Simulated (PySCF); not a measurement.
Gas-phase reaction: 2 TiCl4 + N2H2 + 2 HCl = 2 TiCl3NH2 + 4 Cl

Method: PySCF energies plus ideal-gas RRHO corrections (1 bar). † marks an energy on the PBE0/def2-TZVP geometry and frequencies; other levels use their own. MP2 and CCSD(T) freeze the core. Open shells (unrestricted): Cl (multiplicity 2, electronic degeneracy 6); the rest are closed-shell singlets. Spin-orbit splitting is ignored; it lowers the true energy and changes the entropy of Cl. TiCl3NH2: computed as isolated molecules; such fragments, hydroxides, amides, oligomers or adducts are transient or little studied in the gas. MP2 isn't extrapolated to the basis-set limit; its ΔH°(298 K) is 643.3 kJ in def2-SVP and 711.3 kJ in def2-TZVPP. CCSD(T) isn't extrapolated to the basis-set limit. The harmonic model lacks anharmonicity and excited electronic states, which grow with temperature; levels with a mode under 35 cm⁻¹ are left out. Soft modes under 120 cm⁻¹ make the harmonic entropy rough for TiCl4, TiCl3NH2. Warning, large T1 diagnostic: TiCl4, TiCl3NH2 (CCSD(T)/def2-SVP†).

| level | ΔE electronic, kJ | ΔH°(298 K), kJ | ΔS°(298 K), J/K | ΔG°(1600 K), kJ |
|---|---|---|---|---|
| CCSD(T)/def2-SVP† | 603 | 615 | 157 | 326 |
| HF/def2-TZVP† | 360 | 372 | 157 | 83 |
| M06-2X/def2-TZVP† | 651 | 663 | 157 | 374 |
| MP2/def2-SVP† | 631 | 643 | 157 | 354 |
| PBE/def2-SVP | 710 | 722 | 155 | 436 |
ΔH° is lowest at HF/def2-TZVP† and highest at PBE/def2-SVP. No reference value is set beside these.
